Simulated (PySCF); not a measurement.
# Molecular orbitals of NaSe

r²SCAN at R = 2.614 Å; Na pcseg-1, Se pcseg-1; no relativity (PySCF 2.14). State: ²Π (doublet), unpaired electrons π ↑. Only the outer orbitals are listed, counted within each symmetry.

```tsv
spin	orbital	occ.	ε (eV)	on Na (%)	main shells (%)
α	4π	1	-30.66	100	100 Na p
α	4π	1	-30.63	100	100 Na p
α	9σ	1	-30.58	100	100 Na p
α	10σ	1	-14.86	1	99 Se s
α	5π	1	-5.45	2	98 Se p
α	11σ	1	-4.83	11	88 Se p, 10 Na s
α	5π	1	-4.18	3	97 Se p
α	12σ	0	-1.58	95	79 Na s, 16 Na p
α	6π	0	1.11	97	97 Na p
α	6π	0	1.20	96	96 Na p
β	4π	1	-30.66	100	100 Na p
β	4π	1	-30.64	100	100 Na p
β	9σ	1	-30.58	100	100 Na p
β	10σ	1	-13.70	1	98 Se s
β	11σ	1	-4.49	14	85 Se p, 13 Na s
β	5π	1	-3.83	4	96 Se p
β	5π	0	-3.13	5	94 Se p
β	12σ	0	-1.58	93	76 Na s, 18 Na p
β	6π	0	1.13	95	95 Na p
```

Task: Which are the highest filled and the lowest empty level, where do they sit, and how wide is the gap?

Result: Highest filled β 5π at -3.83 eV (in %: 96 Se p); lowest empty β 5π at -3.13 eV (in %: 94 Se p); the gap at r²SCAN is 0.70 eV. Both belong to one degenerate shell, split only by its one-sided filling, so this is no excitation gap.

- bond order (Mayer): 0.65
- ⟨S²⟩: 0.755
- charge on Na (Mulliken, basis-dependent): 0.64
- charge on Na (Löwdin, basis-dependent): 0.45
- dipole moment (positive dipole means Na(−)Se(+)): -8.46 D

Spin–orbit coupling is left out. The state is the lowest determinant that a PBE0 search found; another state may lie lower at other levels.
